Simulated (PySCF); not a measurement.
C$_{6}$H$_{13}$BO$_{2}$, charge +1, doublet, geometry from GFN2-xTB (a state made from the parent by changing its charge; the spin is typed, not shown lowest). Base run: DF-CAMB3LYP/cc-pVDZ in PySCF.

The PySCF input:
```python
from pyscf import gto, scf, dft

mol = gto.Mole()
mol.atom = '''
    C    -1.729693   -0.040810    0.915683
    C    -0.776269   -0.149067   -0.299526
    C    -1.170417   -1.304417   -1.180947
    O    -0.748283    1.050226   -0.976688
    B     0.215667    1.878725   -0.476858
    O     1.006555    1.199640    0.405627
    C     0.741722   -0.151883    0.375914
    C     0.927742   -0.809584    1.717522
    C     1.629176   -0.834814   -0.693432
    H    -2.716467    0.183081    0.509258
    H    -1.438098    0.775721    1.571223
    H    -1.766754   -0.976791    1.463233
    H    -2.216900   -1.191191   -1.470398
    H    -0.602594   -1.322874   -2.107743
    H    -1.073030   -2.250082   -0.654703
    H     0.343541    2.992665   -0.759599
    H     0.419992   -0.267807    2.511490
    H     1.988407   -0.799268    1.975617
    H     0.602800   -1.846202    1.694423
    H     1.483229   -0.382575   -1.671012
    H     2.661495   -0.661947   -0.387712
    H     1.436305   -1.901826   -0.732582
'''
mol.basis = 'cc-pvdz'
mol.charge = 1
mol.spin = 1
mol.verbose = 4
mol.symmetry = True
mol.build()

mf = dft.UKS(mol)
mf.xc = 'camb3lyp'
mf = mf.density_fit(auxbasis='def2-universal-jkfit')
mf.kernel()
mf.analyze()
```

Each row names what was changed in the base input (with any setting that the change needs).

```csv
change,ΔE vs base (eV),point group used,SCF cycles
base,0.00,C2,15
symmetry = off,0.00,C1,15
"irrep_nelec = A:(20, 18) B:(15, 16)",11.61,C2,24
"irrep_nelec = A:(18, 18) B:(17, 16)",7.69,C2,26
```

Open shells are given as the SCF converged; they aren't shown to be the lowest states, and a large step between rows can be another state.
